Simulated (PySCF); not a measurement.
C₂H₃NO₃Si.
SMILES with atom numbers: `[N:1]#[C:2][Si@@H:3]([OH:4])[O:5][CH:6]=[O:7]` (hydrogens: H8 on Si3; H9 on O4; H10 on C6)

A GFN2-xTB structure with every atom displaced at random (by about 0.01 Å) was refined with PBE0-D3(BJ)/def2-SVP geometry optimisation, gas phase in PySCF. Values at the start:

| coordinate | start |
| --- | --- |
| N1≡C2 | 1.119 Å |
| C2–Si3 | 1.862 Å |
| Si3–O4 | 1.580 Å |
| Si3–O5 | 1.699 Å |
| Si3–H8 | 1.441 Å |
| O4–H9 | 0.933 Å |
| O5–C6 | 1.295 Å |
| C6=O7 | 1.195 Å |
| C6–H10 | 1.106 Å |
| N1–C2–Si3 | 178.0° |
| C2–Si3–O4 | 108.6° |
| C2–Si3–O5 | 102.2° |
| Si3–O5–C6 | 126.2° |
| O4–Si3–O5 | 110.4° |
| O5–C6–O7 | 126.1° |
| C2–Si3–O5–C6 | -137° |
| Si3–O5–C6–O7 | -2° |

Problem. How do these coordinates change at the PBE0-D3(BJ)/def2-SVP level?

Solution. 
```json
{"coordinate": "Si3–O4", "PBE0-D3(BJ)/def2-SVP (Å or °)": "1.635", "change": "+0.055"}
{"coordinate": "N1≡C2", "PBE0-D3(BJ)/def2-SVP (Å or °)": "1.159", "change": "+0.040"}
{"coordinate": "Si3–H8", "PBE0-D3(BJ)/def2-SVP (Å or °)": "1.477", "change": "+0.036"}
{"coordinate": "O5–C6", "PBE0-D3(BJ)/def2-SVP (Å or °)": "1.328", "change": "+0.033"}
{"coordinate": "O4–H9", "PBE0-D3(BJ)/def2-SVP (Å or °)": "0.966", "change": "+0.033"}
{"coordinate": "C2–Si3", "PBE0-D3(BJ)/def2-SVP (Å or °)": "1.846", "change": "-0.016"}
{"coordinate": "Si3–O5", "PBE0-D3(BJ)/def2-SVP (Å or °)": "1.712", "change": "+0.013"}
{"coordinate": "C6=O7", "PBE0-D3(BJ)/def2-SVP (Å or °)": "1.203", "change": "+0.008"}
{"coordinate": "C6–H10", "PBE0-D3(BJ)/def2-SVP (Å or °)": "1.108", "change": "+0.002"}
{"coordinate": "Si3–O5–C6", "PBE0-D3(BJ)/def2-SVP (Å or °)": "116.3", "change": "-9.9"}
{"coordinate": "O5–C6–O7", "PBE0-D3(BJ)/def2-SVP (Å or °)": "123.5", "change": "-2.6"}
{"coordinate": "C2–Si3–O4", "PBE0-D3(BJ)/def2-SVP (Å or °)": "106.6", "change": "-2.0"}
{"coordinate": "O4–Si3–O5", "PBE0-D3(BJ)/def2-SVP (Å or °)": "112.3", "change": "+1.9"}
{"coordinate": "C2–Si3–O5", "PBE0-D3(BJ)/def2-SVP (Å or °)": "103.0", "change": "+0.8"}
{"coordinate": "N1–C2–Si3", "PBE0-D3(BJ)/def2-SVP (Å or °)": "178.4", "change": "+0.4"}
{"coordinate": "C2–Si3–O5–C6", "PBE0-D3(BJ)/def2-SVP (Å or °)": "-169", "change": "-32"}
{"coordinate": "Si3–O5–C6–O7", "PBE0-D3(BJ)/def2-SVP (Å or °)": "3", "change": "+5"}
```

The energy falls by 28.4 kJ/mol over 25 energy and gradient evaluations, the largest force component goes from 0.1141 to 4.4e-04 Eh/bohr, and the atoms move by 0.283 Å rms after alignment. The bond that changes most is Si3–O4 (oxygen-bound silicon to silanol oxygen), which lengthens by 0.055 Å. Bonds longer at the end by more than 0.005 Å: 7 of 9; shorter: 1. Among the dihedrals that turn most is O4–Si3–O5–C6, from -22° to -55°. Rotational constants go from 4788, 1434, 1225 to 5169, 1409, 1175 MHz.

The run used 117 basis functions and 187 SCF cycles in all. On one thread of an Arm Neoverse V1, shared host with 32 logical CPUs at a one-minute load of 34, this took 2.4 min and 0.51 GiB of memory at its peak.

Whether it is a minimum is left open (no frequencies). One conformer, not necessarily the lowest.
